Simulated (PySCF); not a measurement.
Species: TcO3H (singlet state).
Bonds: Tc1–O2, Tc1–O3, Tc1–O4. Hydrogens: H5 on Tc1.

A linear-response calculation (PySCF, def2-SVPD basis, gas phase, vertical, core orbitals frozen in the response) gave these numbers; the functional is withheld.

Orbital energies (eV): HOMO-3 -12.75, HOMO-2 -12.45, HOMO-1 -12.45, HOMO -12.23, LUMO -2.34, LUMO+1 -2.34, LUMO+2 -0.47.

| state | E (eV) | f | main configurations (H = HOMO, L = LUMO) |
| --- | --- | --- | --- |
| S1 | 3.98 | 0.0001 | H→L/L+1 (64%), H-2/H-1→L/L+1 (33%) |
| S2 | 3.98 | 0.0001 | H→L/L+1 (65%), H-2/H-1→L/L+1 (33%) |
| S3 | 4.45 | 0.0000 | H-2/H-1→L/L+1 (≥93%) |
| S4 | 4.47 | 0.0052 | H-2/H-1→L/L+1 (≥94%) |
| S5 | 4.66 | 0.0014 | H-3→L/L+1 (≥26%), H→L/L+1 (≥26%), H-2/H-1→L/L+1 (≥22%) |
| S6 | 4.66 | 0.0013 | H-3→L/L+1 (≥26%), H→L/L+1 (≥25%), H-2/H-1→L/L+1 (≥22%) |

Triplets (Tamm–Dancoff): T1 3.56 eV, H→L/L+1 (≥52%), H-2/H-1→L/L+1 (≥39%); T2 3.56 eV, H→L/L+1 (≥52%), H-2/H-1→L/L+1 (≥39%); T3 3.87 eV, H-2/H-1→L/L+1 (≥90%).

Vertical ionisation energy by ΔSCF with the same functional: 12.71 eV. Mean static polarisability: 45.6 au.

Orbitals of the list HOMO-3 to LUMO+2 that lie within 0.01 eV of each other are written together with a slash and their weights summed (≥ marks a lower bound); for degenerate orbitals outside that list single weights are arbitrary.

Problem. Name the functional.
A. HF
B. PBE0
C. wB97X-D
D. PBE

Solution. C. wB97X-D is range-separated, 22% exact exchange at short range and 100% at long range (ω = 0.2 bohr⁻¹). In this run −ε(HOMO) = 12.23 eV differs from the ΔSCF value by -0.48 eV, and S1 differs from the orbital gap of 9.89 eV by -5.91 eV. The ratio −ε(HOMO)/IP is 0.96. Small neutral molecules mostly give 0.89 to 0.99 with wB97X-D, 0.5 to 0.7 with PBE, 0.7 to 0.83 with PBE0; with Hartree–Fock the ratio is 1 or more (Koopmans' value less the relaxation energy is the ΔSCF value).

Method used: TDDFT wB97X-D/def2-SVPD, vertical, gas phase, core orbitals frozen in the response, def2 core potentials past Kr (PySCF 2.14.0, density-fitted response routines). Geometry: PBE0-D3(BJ)/def2-SVP; no solvent, vibrations or thermal averaging. Spin–orbit coupling is left out.
